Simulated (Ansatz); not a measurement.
`[SH][In]([Cl])[Cl]` + HI → `[Cl][In]([Cl])[I]` + H₂S at 500 K and 1 bar (ligand exchange at the In–S bond).

Calculated with Ansatz (gas phase, PBE0-D4/def2-TZVP geometries, no zero-point term in ΔE). CCSD(T)/CBS adds triple-zeta CCSD(T) − MP2 to the extrapolated MP2 energy (def2 sets, frozen cores). This one scheme is used for every species. def2 core potentials past Kr. For I, In outer-core shells are correlated without core-valence functions, which leaves a few kJ/mol of doubt a bond. Each species was taken in one conformer, which may not be the lowest.

```csv
species,CCSD(T)/CBS energy (Eh),H − E (kJ/mol),S (J/(mol·K))
`[SH][In]([Cl])[Cl]`,-1507.88474,68.8,413.6
HI,-298.03592,28.6,221.6
`[Cl][In]([Cl])[I]`,-1406.96832,42.6,410.8
H₂S,-398.97279,57.0,224.0
```

H − E and S are ideal-gas, rigid-rotor, harmonic terms from PBE0-D4/def2-TZVP, for one conformer and one mirror image of each species. 1 Eh = 2625.50 kJ/mol, R = 8.31446 J/(mol·K).

Q: By hand: ΔE, ΔH, ΔS and ΔG.

A: ΔE = (-1406.96832) + (-398.97279) − (-1507.88474) − (-298.03592) = -0.02045 Eh = -53.7 kJ/mol. Δ(H − E) = 42.6 + 57.0 − 68.8 − 28.6 = 2.2, so ΔH = -51.5 kJ/mol. ΔS = 410.8 + 224.0 − 413.6 − 221.6 = -0.4 J/(mol·K). ΔG = -51.5 − 500 × (-0.4)/1000 = -51.3 kJ/mol.

Q: By hand: the equilibrium constant, and the temperature at which ΔG would vanish if ΔH and ΔS stayed fixed.

A: log₁₀ K = −ΔG/(RT ln 10) = 5.4. ΔG = 0 at ΔH/ΔS = 128750 K, far beyond where these terms or the molecules hold.

The number of gas molecules stays the same, so ΔS is small and ΔH decides. A doubt of 5 kJ/mol in ΔE shifts log₁₀ K by 0.5 here. Other conformers and mirror images would add mixing entropy, several J/(mol·K) or more a flexible species. These are equilibria of isolated gas molecules and say nothing of rates. Largest T1 diagnostic: 0.013 (customary marks: 0.02 for closed shells, 0.045 for open ones).
